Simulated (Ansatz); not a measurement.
`[SeH][InH2]` + CH₃SH → `C[S][InH2]` + H₂Se at 400 K and 1 bar (ligand exchange at the In–Se bond).

Program: Ansatz. Geometries: PBE0-D4/def2-TZVP. ΔE: electronic, gas phase. CCSD(T)/CBS is the MP2 limit (def2-TZVPP, def2-QZVPP) plus CCSD(T) − MP2 in def2-TZVPP, frozen cores. This one scheme is used for every species. Elements past krypton have def2 core potentials. For In, Se outer-core shells are correlated without core-valence functions, which leaves a few kJ/mol of doubt a bond. Scalar relativity is left out up to krypton.

| species | CCSD(T)/CBS energy (Eh) | H − E (kJ/mol) | S (J/(mol·K)) |
| --- | --- | --- | --- |
| `[SeH][InH2]` | -2592.33228 | 74.3 | 324.5 |
| CH₃SH | -438.22835 | 138.7 | 269.4 |
| `C[S][InH2]` | -628.65181 | 161.3 | 364.8 |
| H₂Se | -2401.89790 | 49.4 | 229.5 |

H − E and S are ideal-gas, rigid-rotor, harmonic terms from PBE0-D4/def2-TZVP. 1 Eh = 2625.50 kJ/mol, R = 8.31446 J/(mol·K).

Question: By hand: ΔE, ΔH, ΔS and ΔG.

Answer: ΔE = (-628.65181) + (-2401.89790) − (-2592.33228) − (-438.22835) = 0.01092 Eh = 28.7 kJ/mol. Δ(H − E) = 161.3 + 49.4 − 74.3 − 138.7 = -2.3, so ΔH = 26.4 kJ/mol. ΔS = 364.8 + 229.5 − 324.5 − 269.4 = 0.4 J/(mol·K). ΔG = 26.4 − 400 × (0.4)/1000 = 26.2 kJ/mol.

Question: By hand: the equilibrium constant, and the temperature at which ΔG would vanish if ΔH and ΔS stayed fixed.

Answer: log₁₀ K = −ΔG/(RT ln 10) = -3.4. ΔG = 0 at ΔH/ΔS = 66000 K, far beyond where these terms or the molecules hold.

The number of gas molecules stays the same, so ΔS is small and ΔH decides. A doubt of 5 kJ/mol in ΔE shifts log₁₀ K by 0.7 here. Modes under 60 cm⁻¹, often nearly free rotors, make the harmonic entropy too high. These are equilibria of isolated gas molecules and say nothing of rates. Largest T1 diagnostic: 0.014 (customary marks: 0.02 for closed shells, 0.045 for open ones).
